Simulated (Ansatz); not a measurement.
Cost and result up the ladder for tri-p-tolylsulfonium bromide, `Cc1ccc([S+](c2ccc(C)cc2)c2ccc(C)cc2)cc1.[Br-]` (44 atoms). Total charge 0; singlet. Geometry: PBE-D4/def2-SVP.

```xyz
44

C    -1.350    5.300   -1.586
C    -1.260    3.807   -1.409
C    -2.420    3.002   -1.438
C    -2.344    1.610   -1.327
C    -1.086    1.011   -1.161
S    -1.091   -0.775   -0.933
C    -1.107   -0.833    0.928
C    -1.252   -2.121    1.473
C    -1.384   -2.280    2.855
C    -1.403   -1.163    3.721
C    -1.567   -1.349    5.208
C    -1.281    0.117    3.149
C    -1.136    0.293    1.763
C     0.630   -1.323   -1.172
C     1.597   -1.131   -0.169
C     2.901   -1.597   -0.381
C     3.256   -2.270   -1.569
C     4.667   -2.743   -1.800
C     2.255   -2.464   -2.543
C     0.948   -1.995   -2.362
C     0.085    1.775   -1.121
C    -0.014    3.169   -1.253
H    -0.514    5.825   -1.082
H    -1.306    5.572   -2.663
H    -2.304    5.702   -1.189
H    -3.406    3.475   -1.570
H    -3.247    0.988   -1.398
H    -1.251   -3.003    0.812
H    -1.483   -3.294    3.275
H    -2.556   -1.792    5.449
H    -0.800   -2.039    5.615
H    -1.487   -0.388    5.752
H    -1.297    1.004    3.802
H    -1.038    1.304    1.344
H     1.340   -0.633    0.776
H     3.659   -1.437    0.401
H     4.693   -3.658   -2.424
H     5.192   -2.954   -0.848
H     5.258   -1.969   -2.336
H     2.501   -2.998   -3.475
H     0.169   -2.097   -3.140
H     1.068    1.297   -1.004
H     0.908    3.773   -1.237
Br   -1.743   -0.715   -3.731
```

Ansatz on 2 threads of AMD EPYC 7R13 on a shared host and a share (18 GiB) of an NVIDIA H100 80GB HBM3. Times are rough, and most runs start from the orbitals of an earlier one. r2SCAN0-D4/def2-TZVP serves as the yardstick here, not as an exact answer. Differences are given only for rows in sets of like size (and for xTB, whose basis is part of the method), since another set adds its own error. Binding counts from free atoms at the same level (C triplet, S triplet, H doublet, Br doublet; other spins of the atoms weren't run), without zero-point energy or a counterpoise term.

Correlated methods freeze 35 core orbitals; core or outer-core shells of Br are correlated, in sets that lack core-valence functions. The rows differ in basis, and correlated rows in double-zeta sets carry the largest basis error. Single mean-field runs in def2-SVP, def2-TZVP are fitted with def2-universal-jkfit.

Run but left out: HF/STO-3G, HF/def2-TZVP (restricted singlet, unstable in another Hartree–Fock run and untested here).

Correlated methods converge slowly with the basis, most of all in double-zeta sets.

```tsv
level	functions	wall time
PBE-D4/def2-SVP	449	4.3 s
PBE0-D4/def2-SVP	449	6 s
PBE0-D4/def2-TZVP	862	7.5 s
PBE-D4/def2-TZVP (with forces)	862	8.5 s
MP2/def2-SVP	449	10 s
r2SCAN0-D4/def2-TZVP	862	12 s
r2SCAN-D4/def2-TZVP (with forces)	862	14 s
B97M-V/def2-TZVP	862	15 s
```

Estimate what each level gives for the binding energy per atom (eV).


```tsv
level	binding energy per atom (eV)	difference from r2SCAN0-D4/def2-TZVP (eV)	remarks
PBE-D4/def2-SVP	5.06	–	–
PBE0-D4/def2-SVP	4.96	–	–
PBE0-D4/def2-TZVP	4.89	0.12	–
PBE-D4/def2-TZVP (with forces)	4.99	0.22	–
MP2/def2-SVP	4.74	–	restricted SCF unstable
r2SCAN0-D4/def2-TZVP	4.77	0.00	–
r2SCAN-D4/def2-TZVP (with forces)	4.85	0.08	–
B97M-V/def2-TZVP	4.82	0.05	–
```
